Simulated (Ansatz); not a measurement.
C3H3, SMILES [CH]1[CH][CH]1 (connectivity only; charge and spin as stated), neutral, multiplicity 2.

Coordinates come from a B3LYP-D3(BJ)/def2-TZVP optimisation.

Two levels are set side by side: PBE/def2-TZVPD (Ansatz, an electronic-structure program) and CAM-B3LYP/def2-TZVPD (Ansatz). Energy differences of separate SCF runs at the same geometry; the states with an electron removed or added have multiplicity 1 and 1. Differences are taken from unrounded values.

```tsv
quantity	CAM-B3LYP
vertical ionisation energy (eV)	7.36
```

Question: What does PBE give, and how far is it from CAM-B3LYP? (Estimate from the structure and the level; the computed values follow.)

Answer: 
```
quantity                          PBE  PBE minus CAM-B3LYP
-------------------------------  ----  -------------------
vertical ionisation energy (eV)  7.32                -0.04
```

Here PBE gives about what the other level gives.
